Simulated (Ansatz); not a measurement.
ClFGeH₄SSi (`[F][Ge]([SiH3])([SH])[Cl]`), relaxed with RKS PBE0-D4/def2-TZVP in the Gaussian-basis code of Ansatz from a PBE-D4/def2-SVP geometry. The force threshold is 0.005 eV/Å; the program also tests the step.

The species carries charge 0 and has multiplicity 1.

Start:

```xyz
9

F    -0.772   -0.764    2.038
Ge   -0.424   -0.809    0.309
Si   -0.049    1.434   -0.443
S     1.206   -2.287   -0.065
Cl   -2.179   -1.657   -0.651
H    -1.226    2.281   -0.060
H     0.117    1.382   -1.933
H     1.207    1.941    0.208
H     2.120   -1.521    0.598
```

**Question.** How much energy does the relaxation release, and in how many steps? (Best estimate.)

**Answer.** Ansatz gave: 0.04 eV, in 8 steps.

**Question.** Which bonds change most? (Estimate.)

**Answer.** Ansatz gave: Ge2–Cl5 from 2.172 to 2.143 Å; Ge2–S4 from 2.231 to 2.205 Å; F1–Ge2 from 1.764 to 1.740 Å; S4–H9 from 1.365 to 1.345 Å.

**Question.** Give the relaxed structure. (An estimate is asked.)

**Answer.** Computed: 
```xyz
9

F    -0.775   -0.753    1.991
Ge   -0.420   -0.805    0.288
Si   -0.046    1.434   -0.445
S     1.191   -2.274   -0.034
Cl   -2.151   -1.668   -0.635
H    -1.203    2.264   -0.035
H     0.098    1.400   -1.920
H     1.206    1.912    0.193
H     2.100   -1.509    0.597
```
